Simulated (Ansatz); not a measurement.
Reaction (formal exchange of groups at the Al–C bond): `[CH3][Al]([F])[CH2]F` + `FCCCl` → `[CH3][Al]([F])[F]` + `FCCCCl`

Computed with Ansatz on PBE0-D4/def2-TZVP structures; ΔE is electronic, products minus reactants. CBS: MP2 limit from def2 TZ/QZ plus the TZ coupled-cluster correction, frozen cores. This one scheme is used for every species. Functionals use def2-TZVPP. One conformer a species, not always the lowest.

`[CH3][Al]([F])[CH2]F`:

Cartesian coordinates in Å:
```
C -1.554 -0.707 0.389
Al 0.173 -0.492 -0.456
F 0.688 -1.591 -1.582
C 1.445 0.980 -0.111
F 0.910 1.850 0.850
H -1.777 -1.757 0.593
H -1.612 -0.147 1.326
H -2.350 -0.332 -0.264
H 1.664 1.570 -1.009
H 2.413 0.626 0.263
```

`FCCCl`:

Cartesian coordinates in Å:
```
F 0.787 -0.251 1.620
C 0.724 -0.116 0.247
C -0.715 0.106 -0.146
Cl -0.813 0.284 -1.911
H 1.118 -1.028 -0.210
H 1.345 0.733 -0.047
H -1.110 1.015 0.305
H -1.336 -0.742 0.141
```

`[CH3][Al]([F])[F]`:

```xyz
7

C    -0.828   -0.343   -0.134
Al    0.935    0.383    0.136
F     1.426    0.922    1.610
F     2.035    0.502   -1.080
H    -0.984   -0.653   -1.169
H    -0.992   -1.207    0.514
H    -1.592    0.396    0.123
```

`FCCCCl`:

```xyz
11

F    -1.027   -1.115   -1.323
C    -0.208    0.003   -1.268
C    -0.241    0.591    0.120
C     0.268   -0.347    1.191
Cl    2.011   -0.692    1.000
H    -0.576    0.721   -2.005
H     0.802   -0.312   -1.543
H    -1.274    0.858    0.368
H     0.345    1.515    0.124
H     0.147    0.084    2.183
H    -0.246   -1.307    1.153
```

```tsv
level	ΔE (kJ/mol)
B2PLYP	-269.9
MP2/def2-TZVPP	-287.8
CCSD/def2-TZVPP	-275.2
SCS-MP2/def2-QZVPP	-282.4
```

Problem. What does CCSD(T)/CBS give? (Best estimate.)

Solution. Ansatz gave: -277.3 kJ/mol. The listed levels differ from it by 7.4, -10.5, 2.1, -5.1 kJ/mol.

Largest T1 diagnostic among the species: 0.012.

From PBE to PBE0 (25 % exact exchange), in def2-TZVPP and without D4, ΔE moves by −8.4 kJ/mol. In def2-TZVPP, CCSD(T) changes the Hartree–Fock value by −6.4 kJ/mol (the triples alone add +0.3 kJ/mol) and MP2 by −19.3 kJ/mol. The D4 term adds −4.1 kJ/mol with B3LYP and −2.1 kJ/mol with PBE0; it sums over pairs of atoms, weighted by their polarisabilities, and B3LYP, whose exchange is more repulsive, gets the larger term.

B3LYP here is the variant with VWN-RPA as its local correlation; programs differ in this.
